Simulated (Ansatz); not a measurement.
Consider the atomization: `C[Si](N)(N)[SiH3]` → C• + 10 H• + 2 N• + 2 Si•.

Isolated molecules relaxed with PBE0-D4/def2-TZVP in Ansatz; ΔE leaves out vibrations. CCSD(T)/CBS is the MP2 limit (def2-TZVPP, def2-QZVPP) plus CCSD(T) − MP2 in def2-TZVPP, frozen cores. This one scheme is used for every species, atoms too. DFT in def2-TZVPP. B3LYP here is the variant with VWN-RPA as its local correlation; programs differ in this. Open shells (•) are unrestricted, without spin–orbit coupling. Spin–orbit coupling would lower the free atoms: a little for C, Si. One conformer a species, not always the lowest.

| level | ΔE (kJ/mol) | difference from CCSD(T)/CBS |
| --- | --- | --- |
| PBE0-D4 | 5129.8 | -30.1 |
| B3LYP-D4 | 5171.2 | 11.3 |
| B2PLYP | 5092.1 | -67.8 |
| r2SCAN | 5127.7 | -32.2 |
| B3LYP | 5116.7 | -43.2 |
| MP2/def2-TZVPP | 5021.6 | -138.3 |
| MP2/def2-QZVPP | 5112.1 | -47.8 |
| SCS-MP2/def2-QZVPP | 5164.2 | 4.3 |
| HF/CBS(def2) | 3735.4 | -1424.5 |
| MP2/CBS(def2) | 5172.8 | 12.9 |
| CCSD(T)/CBS | 5159.9 | 0 |

Largest T1 diagnostic among the species: 0.012.

From PBE to PBE0 (25 % exact exchange), in def2-TZVPP and without D4, ΔE moves by −56.5 kJ/mol: exact exchange takes away binding that semilocal exchange gives to molecules. In def2-TZVPP, CCSD(T) changes the Hartree–Fock value by +1285.8 kJ/mol (the triples alone add +61.0 kJ/mol) and MP2 by +1298.7 kJ/mol; breaking electron pairs costs correlation energy, which Hartree–Fock lacks.

For atomizations the MP2-based limit and the directly extrapolated one differ by several kJ/mol either way, and by 10 to 25 for some Ge, Se and Sn compounds, so smaller differences from it don't rank the levels.
